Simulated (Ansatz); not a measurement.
Consider the atomization: `C[SiH][SiH2]C`• → 2 C• + 9 H• + 2 Si•.

Isolated molecules relaxed with PBE0-D4/def2-TZVP in Ansatz; ΔE leaves out vibrations. CBS: MP2 limit from def2 TZ/QZ plus the TZ coupled-cluster correction, frozen cores. This one scheme is used for every species, atoms too. Functionals use def2-TZVPP. No spin–orbit coupling; open shells (•) take unrestricted orbitals. Spin–orbit coupling would lower the free atoms: a little for C, Si. One conformer a species, not always the lowest.

```json
{"level": "BLYP", "ΔE (kJ/mol)": "4297.0"}
{"level": "r2SCAN0", "ΔE (kJ/mol)": "4377.7"}
{"level": "SCS-MP2/def2-TZVPP", "ΔE (kJ/mol)": "4303.7"}
{"level": "CCSD/CBS(def2)", "ΔE (kJ/mol)": "4347.7"}
```

(1) What does CCSD(T)/CBS give? (Best estimate.)

(2) What do rigid-rotor, harmonic-oscillator terms from PBE0-D4/def2-TZVP frequencies (298.15 K, 1 bar) make of the CCSD(T)/CBS value? (Estimate.)

Largest T1 diagnostic among the species: 0.013.

## Answers

(1) The calculation gave: +4388.7 kJ/mol. The listed levels differ from it by -91.7, -11.0, -85.0, -41.0 kJ/mol.

(2) Ansatz gave: ΔZPE = -257.9 kJ/mol, ΔH = +4187.4 kJ/mol, ΔS = 1314 J/(mol·K), ΔG = +3795.7 kJ/mol. Open shells count their whole term as degenerate. Modes under 50 cm⁻¹ make the entropy rough.

The D4 term adds +42.9 kJ/mol with B3LYP and +22.8 kJ/mol with PBE0; it sums over pairs of atoms, weighted by their polarisabilities, and B3LYP, whose exchange is more repulsive, gets the larger term. From r2SCAN to r2SCAN0 (25 % exact exchange), in def2-TZVPP and without D4, ΔE moves by −27.9 kJ/mol: exact exchange takes away binding that semilocal exchange gives to molecules.

B3LYP here is the variant with VWN-RPA as its local correlation; programs differ in this.

For atomizations the MP2-based limit and the directly extrapolated one differ by several kJ/mol either way, and by 10 to 25 for some Ge, Se and Sn compounds, so smaller differences from it don't rank the levels.
